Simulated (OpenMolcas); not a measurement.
## Fe: terms and fine structure

```
Program             : OpenMolcas 26.06
Method              : CASSCF
Basis               : ANO-RCC-VTZP [6s5p3d2f1g]
Scalar Hamiltonian  : DKH2, point nucleus
Active space        : 8 electrons in 6 orbitals (3d 4s)
State averaging     : 2S+1 = 5 even, 15 roots; 2S+1 = 3 even, 73 roots (68 in the spin-orbit step); 2S+1 = 1 even, 22 roots
Spin-orbit coupling : state interaction with AMFI integrals over the reference wave functions, term energies averaged over their components
```

With spin-orbit coupling, above the lowest level:

```csv
Configuration,Term,J,E (cm-1),Measured (cm-1),g,Term weight %
3d6 4s2,5D,4,0.0,0.0,1.501,100
3d6 4s2,5D,3,388,416,1.501,100
3d6 4s2,5D,2,664,704,1.501,100
3d6 4s2,5D,1,842,888,1.501,100
3d6 4s2,5D,0,929,978,,100
3d7 4s,5F,5,7323,6928,1.401,100
3d7 4s,5F,4,7800,7377,1.351,100
3d7 4s,5F,3,8181,7728,1.250,100
3d7 4s,5F,2,8467,7986,1.000,100
3d7 4s,5F,1,8658,8155,-0.002,100
3d7 4s,3F,4,16394,,1.250,100
3d7 4s,3F,3,17005,,1.083,100
3d6 4s2,3H,6,17022,19390,1.165,99
3d6 4s2,3H,5,17269,19621,1.035,99
3d6 4s2,3H,4,17373,19788,0.807,97
3d7 4s,3F,2,17458,,0.666,100
3d6 4s2,3P,2,18748,18378,1.501,100
```

Against the 13 measured excited levels shown (NIST Handbook of Basic Atomic Spectroscopic Data) the mean absolute deviation is 760 cm-1; the largest miss in energy is 3d6 4s2 3H4: computed 17373, measured 19788 cm-1 (-12.2 %).

Spin-orbit coupling puts the lowest level 403 cm-1 below the lowest spin-free term.

For 5D the intervals divided by the larger J are -87.6, -89.0, -91.8, -97.1 cm-1. Landé's interval rule makes them equal in pure LS coupling; they differ by 10 % of their mean. The multiplet is inverted.

Some high roots are left out of the spin-orbit mixing, which shifts the levels that they would mix with. Without dynamic correlation excited terms often stand tens of per cent too high (terms of higher spin than the ground term too low), and those without a measured partner can miss by more than the paired ones. A single d shell beside an s shell can misplace configurations of different d count against each other. Computed and measured levels are paired by configuration, term and J; levels that our copy of the source lacks, or whose pairing is in doubt (as where it misses far off the trend of its configuration), stay unpaired and out of the deviations. Levels of configurations outside the active space are missing. The first state left out of the spin-orbit step lies near 25000 cm-1 above the lowest spin-free state of the reference (among the parities and spins computed), and the list stops at four fifths of that energy or lower.

The term weight is that of the spin-free term in the level, not the purity of its configuration.
